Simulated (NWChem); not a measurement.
Molecule: SiH₂O, singlet; SMILES O[SiH]

```xyz
4

Si     0.1464    -0.6412     0.0000
H     -1.4122    -0.8561     0.0000
O      0.1406     1.0489     0.0000
H     -0.7300     1.4890     0.0000
```
Atoms are numbered in this order, from 1.

Computed with NWChem. Pople sets run with spherical d functions. Low-valent species are run as closed-shell singlets; no triplet was tried in these runs. Coordinates come from a PBE-D3(BJ)/def2-SVP optimisation. Static field.

Problem. Order these runs by computing time, cheapest first, and give rough ratios: B3LYP/aug-cc-pVTZ; B3LYP/def2-SVP; B3LYP/def2-TZVP.

Solution. B3LYP/def2-SVP (1), B3LYP/def2-TZVP (6), B3LYP/aug-cc-pVTZ (40). Ratios are rough, from one shared machine; the cheapest took around 7 core-seconds (rough). What differs between the cheapest and the dearest: isotropic polarisability (bohr³) 29.1 → 38.8; anisotropy (bohr³) 10.0 → 8.2.
